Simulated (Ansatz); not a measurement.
Molecular dynamics of CH7BOSSi

Input file:

```yaml
crystal:
  periodic: [false, false, false]
  atoms:
    - { symbol: C, position_ang: [-1.291254, -0.491247, 0.81201] }
    - { symbol: B, position_ang: [0.092127, 0.383772, 0.691403] }
    - { symbol: Si, position_ang: [1.505177, -0.266032, -0.491676] }
    - { symbol: O, position_ang: [1.371182, -1.314989, -1.806501] }
    - { symbol: S, position_ang: [0.21849, 1.545612, -0.922868] }
    - { symbol: H, position_ang: [-1.312613, -0.991789, 1.84295] }
    - { symbol: H, position_ang: [-1.622723, -1.405983, 0.269735] }
    - { symbol: H, position_ang: [-2.071097, 0.25916, 0.906858] }
    - { symbol: H, position_ang: [0.352885, 0.968744, 1.663504] }
    - { symbol: H, position_ang: [2.848775, 0.181043, -0.576117] }
    - { symbol: H, position_ang: [0.609474, -1.882631, -1.540688] }
    - { symbol: H, position_ang: [1.03422, 2.421523, -0.197562] }
basis:
  gaussian: { orbitals: STO-3G }
hamiltonian:
  xc: pbe0
  dispersion: d4
md:
  timestep: 0.5
  n_steps: 166
  ensemble: nvt_langevin
  temperature: 300.0
  initial_velocities: maxwell_boltzmann
  seed: 861557
  friction: 0.01
  temperature_schedule:
    - { n_steps: 41, end_temperature: 300.0 }
    - { n_steps: 125, end_temperature: 600.0 }
scf:
  lower_state_search: "off"
```

Command:

```bash
$ ansatz run input.yaml --threads 1 --pin off --max-ram 2048MiB --backend cpu --events-out ev --progress --plain --runs-dir out
```

It goes on from the last frame of an earlier run, with new velocities.

Output, in part (step lines, the closing report, with atoms numbered from 0):

```
md step     0: t =     0.00 fs  T =   275.0 K (target 300.0 K)  F+E_penalty+E_count = -22316.27312000 eV  E_kin = 0.426558 eV  (13 SCF iters)
[... lines left out ...]
Total energy: -22316.28605948 eV, -820.1083861640 hartree
Atom 0 at    -1.182272    -0.701029     0.777294 Å, force     2.297762    -0.185871     1.164919 eV/Å
Atom 1 at     0.032612     0.265291     0.592336 Å, force     0.071804     0.091596     0.622099 eV/Å
Atom 2 at     1.434993    -0.305240    -0.528445 Å, force     2.109317     0.081774    -1.958449 eV/Å
Atom 3 at     1.520779    -1.384988    -1.904232 Å, force    -1.035254    -0.195543     1.713520 eV/Å
Atom 4 at     0.109545     1.578467    -0.864565 Å, force    -1.003626    -1.426180    -0.633308 eV/Å
Atom 5 at    -0.862086    -1.353775     1.598666 Å, force    -0.370535    -0.214905    -0.050634 eV/Å
Atom 6 at    -1.511932    -1.302969    -0.012800 Å, force    -0.283703    -1.291115    -1.948677 eV/Å
Atom 7 at    -2.014811    -0.187022     1.099818 Å, force    -2.644023     1.560514     1.253016 eV/Å
Atom 8 at     0.448175     0.751531     1.570052 Å, force    -0.227050     0.130889    -0.015784 eV/Å
Atom 9 at     2.688140     0.498361    -0.574758 Å, force    -0.567626    -0.799383    -0.074449 eV/Å
Atom 10 at     0.898189    -2.173855    -1.591538 Å, force     0.760743     1.196532    -0.594571 eV/Å
Atom 11 at     1.004183     2.295202    -0.221407 Å, force     0.892190     1.051693     0.522317 eV/Å
Dipole moment:     0.225099    -0.039508    -0.152724 e Å
```

The steps, from the saved trajectory:

| time (fs) | T (K) | potential energy less start (eV) |
| --- | --- | --- |
| 0.0 | 275 | 0.000 |
| 2.5 | 274 | -0.027 |
| 5.0 | 435 | -0.243 |
| 7.5 | 360 | -0.121 |
| 10.0 | 383 | -0.184 |
| 12.5 | 374 | -0.162 |
| 15.0 | 377 | -0.249 |
| 17.5 | 333 | -0.208 |
| 20.0 | 333 | -0.183 |
| 22.5 | 391 | -0.303 |
| 25.0 | 408 | -0.359 |
| 27.5 | 340 | -0.261 |
| 30.0 | 292 | -0.146 |
| 32.5 | 241 | -0.066 |
| 35.0 | 312 | -0.157 |
| 37.5 | 305 | -0.108 |
| 40.0 | 353 | -0.202 |
| 42.5 | 389 | -0.203 |
| 45.0 | 442 | -0.204 |
| 47.5 | 357 | -0.014 |
| 50.0 | 384 | -0.044 |
| 52.5 | 405 | -0.069 |
| 55.0 | 330 | -0.018 |
| 57.5 | 348 | 0.030 |
| 60.0 | 457 | -0.126 |
| 62.5 | 589 | -0.318 |
| 65.0 | 588 | -0.212 |
| 67.5 | 448 | -0.141 |
| 70.0 | 427 | -0.125 |
| 72.5 | 387 | -0.050 |
| 75.0 | 417 | -0.093 |
| 77.5 | 331 | 0.071 |
| 80.0 | 459 | -0.141 |
| 82.5 | 452 | -0.052 |

The run went to its last step. The schedule's set-point averaged 500 K over the second half and the system 424 K, so it lags behind the ramp. A run of 0.083 ps of so small a system gives no equilibrium averages. Limits of this set-up: minimal basis.

The same pairs are bonded in the first frame and the last. Pairs count as bonded within 1.25 times the sum of covalent radii (0.12 Å more for H–H).

Last frame:

```xyz
12
Properties=species:S:1:pos:R:3
C -1.182 -0.701 0.777
B 0.033 0.265 0.592
Si 1.435 -0.305 -0.528
O 1.521 -1.385 -1.904
S 0.110 1.579 -0.865
H -0.862 -1.354 1.599
H -1.512 -1.303 -0.013
H -2.015 -0.187 1.100
H 0.448 0.751 1.570
H 2.688 0.498 -0.575
H 0.898 -2.174 -1.591
H 1.004 2.295 -0.221
```

The run took 9 min on 1 thread of Arm Neoverse N1, with other jobs on the host, peak memory 0.1 GiB.
